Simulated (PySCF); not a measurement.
C7H7FN (doublet state).
Structure used (GFN2-xTB), in Å, numbered top down from 1:
```xyz
16
C7H7FN angstrom
C     -2.139    0.738   -0.611
C     -0.791    0.266   -0.223
C     -0.508   -1.104    0.310
C      1.010   -1.130    0.568
C      1.485    0.234    0.158
C      2.798    0.650    0.222
N      3.902    0.982    0.283
C      0.380    0.971   -0.284
F      0.461    2.234   -0.722
H     -2.097    1.764   -0.967
H     -2.553    0.106   -1.399
H     -2.822    0.685    0.239
H     -1.078   -1.291    1.224
H     -0.809   -1.869   -0.411
H      1.244   -1.321    1.618
H      1.512   -1.906   -0.016
```

Identity: `C[C]1CCC(C#N)=C1F` [radical].

Theory: UKS B3LYP, pcH-1 on C F H N, non-relativistic, mean-field spin-orbit, GIAO in PySCF 2.14.0. Geometry: GFN2-xTB; no solvent, vibrations or thermal averaging. A GFN2-xTB geometry isn't a minimum of the functional, and hyperfine couplings can be far from their values at a DFT geometry. Stability of the SCF solution: not tested. ⟨S²⟩ is 0.775 where a pure state has 0.75.

Principal values of hyperfine tensors in MHz (contact and dipolar terms together), for some of the nuclei:

| atom | isotope | A1 | A2 | A3 | alike by the symmetry of this geometry |
| --- | --- | --- | --- | --- | --- |
| H15 | 1H | 58.20 | 60.11 | 66.46 | H16 |
| H14 | 1H | 56.92 | 58.53 | 64.48 | H13 |
| H11 | 1H | 55.22 | 55.89 | 62.88 | H12 |
| C5 | 13C | 3.16 | 4.07 | 141.78 | none |
| C2 | 13C | 2.28 | 3.20 | 128.29 | none |
| C6 | 13C | -55.47 | -43.56 | -27.46 | none |
| F9 | 19F | -88.61 | -3.07 | 13.55 | none |
| C1 | 13C | -19.01 | -17.41 | -16.99 | none |

Problem. Give the isotropic coupling of each nucleus in MHz and in mT (g = 2.0028), and the anisotropic part.

Solution. a_iso = (A1 + A2 + A3)/3, Ti = Ai − a_iso; 1 mT corresponds to 28.031 MHz.

| atom | a_iso (MHz) | a_iso (mT) | T1 | T2 | T3 |
| --- | --- | --- | --- | --- | --- |
| H15 | 61.59 | 2.197 | -3.39 | -1.48 | 4.87 |
| H14 | 59.98 | 2.140 | -3.05 | -1.44 | 4.50 |
| H11 | 58.00 | 2.069 | -2.78 | -2.11 | 4.88 |
| C5 | 49.67 | 1.772 | -46.51 | -45.60 | 92.11 |
| C2 | 44.59 | 1.591 | -42.31 | -41.39 | 83.70 |
| C6 | -42.16 | -1.504 | -13.31 | -1.39 | 14.70 |
| F9 | -26.05 | -0.929 | -62.56 | 22.97 | 39.59 |
| C1 | -17.80 | -0.635 | -1.20 | 0.39 | 0.81 |

Problem. What spin density at the nucleus of F9 lies behind its contact coupling (g_N = 5.25774)?

Solution. a_FC = (2μ0/3) gₑ μB g_N μN ρ(0)/(2S·h) = 800.24 MHz × g_N × ρ(0)/(2S), with ρ in bohr⁻³. With a_FC = -26.05 MHz and 2S = 1, ρ(0) = -0.00619 bohr⁻³.

Problem. C8 (13C, g_N = 1.40482) isn't in the table. Its spin density at the nucleus is -0.0423 bohr⁻³. What is its contact coupling?

Solution. By the same relation, a_FC = -47.6 MHz. Its full tensor has the principal values -71.26, -36.44, -34.96 MHz.

Problem. Name the largest traceless tensor T of the table and describe it.

Solution. C5: -46.5, -45.6, 92.1 MHz, axial, in the ratio −1:−1:+2, the form that spin in one p orbital centred on that nucleus gives.

Problem. In a single crystal, with the field along each principal axis of the tensor of H14 in turn, what first-order splitting does this nucleus give (isotropic g, quadrupole terms neglected)?

Solution. 2 lines (I = 1/2), spaced by |A_i|/(g × 13.996): 2.03, 2.09, 2.30 mT along the axes of A1, A2 and A3.

On one thread, Intel Xeon Platinum 8259CL at 2.50 GHz (x86_64), shared host, this took 2.0 min (grids of density and orbitals included) and 0.96 GiB of memory at its peak.
